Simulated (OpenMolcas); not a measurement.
Computed levels of 4f9 in ions with 63 electrons, in cm-1 above 6H* 15/2.

```json
{"Program": "OpenMolcas 26.06", "Method": "MS-CASPT2, IPEA 0.25 Eh, imaginary shift 0.1 Eh", "Basis": "ANO-RCC-VQZP", "Scalar Hamiltonian": "DKH2, point nucleus", "Spin-orbit coupling": "RASSI with atomic mean-field integrals over the reference wave functions, term energies averaged over their components"}
```

Active space for each ion: 9 electrons in 7 orbitals (4f); closed shells correlated by CASPT2: 5s 5p.

```tsv
Level	Tb2+	Ho4+
6H* 13/2	2960	4290
6H* 11/2	5020	7160
6H* 9/2	6640	9440
6F* 11/2	6780	9290
6H* 7/2	7910	11240
6F* 9/2	7950	10790
6H* 5/2	8870	12600
6F* 7/2	9570	13180
6F* 5/2	10760	14880
```

Question: Estimate 6H* 5/2, 6F* 11/2, 6F* 9/2 for Dy3+ from its neighbours Tb2+ and Ho4+.

Answer: 6H* 5/2 is fine structure, which grows about as the fourth power of a screened charge, so the fourth roots are averaged: ((8870^0.25 + 12600^0.25) / 2)^4 = 10613. The calculation gives 10660, so the estimate is off by -0.4 %.
6F* 11/2 is another term, which grows about linearly with the charge: (6780 + 9290) / 2 = 8035. The calculation gives 8070, so the estimate is off by -0.4 %.
6F* 9/2 is another term, which grows about linearly with the charge: (7950 + 10790) / 2 = 9370. The calculation gives 9420, so the estimate is off by -0.5 %.

CASPT2 does not keep the components of a term degenerate, so their means are used; among the terms shown or strongly mixed into the levels shown the widest spread is 270 cm-1 (4f9 6H*, Tb2+). Blocks of more than 70 roots (2S+1 = 4 odd, 2 odd) ran without multistate coupling. High states are left out of the spin-orbit mixing, which shifts the levels that they would mix with. Levels of configurations outside the active space are missing.

* marks odd parity.
